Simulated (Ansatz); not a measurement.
`C[SiH](F)[SeH]` → F• + `C[SiH][SeH]`• at 400 K and 1 bar (homolysis of the F–Si bond).

Computed with Ansatz on PBE0-D4/def2-TZVP structures; ΔE is electronic, products minus reactants. CCSD(T)/CBS adds triple-zeta CCSD(T) − MP2 to the extrapolated MP2 energy (def2 sets, frozen cores). This one scheme is used for every species, atoms too. Open shells (•) are unrestricted, without spin–orbit coupling. Spin–orbit coupling would lower the free atoms: a little for F. For Se outer-core shells are correlated without core-valence functions, so the limit isn't a true one: a few kJ/mol of doubt a bond, and 10 to 20 or more in all where bonds break to atoms. Scalar relativity is left out up to krypton. Each species was taken in one conformer, which may not be the lowest.

```
         species  CCSD(T)/CBS energy (Eh)  H − E (kJ/mol)  S (J/(mol·K))
`C[SiH](F)[SeH]`              -2830.74610           180.6          375.3
              F•                -99.66871             8.3          166.6
  `C[SiH][SeH]`•              -2730.82694           165.7          354.2
```

H − E and S are ideal-gas, rigid-rotor, harmonic terms from PBE0-D4/def2-TZVP, for one conformer and one mirror image of each species, with the whole ground term of open shells counted as degenerate. 1 Eh = 2625.50 kJ/mol, R = 8.31446 J/(mol·K).

By hand: ΔE, ΔH, ΔS and ΔG.

ΔE = (-99.66871) + (-2730.82694) − (-2830.74610) = 0.25045 Eh = 657.6 kJ/mol. Δ(H − E) = 8.3 + 165.7 − 180.6 = -6.6, so ΔH = 651.0 kJ/mol. ΔS = 166.6 + 354.2 − 375.3 = 145.5 J/(mol·K). ΔG = 651.0 − 400 × (145.5)/1000 = 592.8 kJ/mol.

By hand: the equilibrium constant, and the temperature at which ΔG would vanish if ΔH and ΔS stayed fixed.

log₁₀ K = −ΔG/(RT ln 10) = -77.4. ΔG = 0 at ΔH/ΔS = 4474 K, far beyond where these terms or the molecules hold.

The number of gas molecules changes by +1, which sets the sign of ΔS. A doubt of 5 kJ/mol in ΔE shifts log₁₀ K by 0.7 here. Other conformers and mirror images would add mixing entropy, several J/(mol·K) or more a flexible species. These are equilibria of isolated gas molecules and say nothing of rates. Largest T1 diagnostic: 0.012 (customary marks: 0.02 for closed shells, 0.045 for open ones).
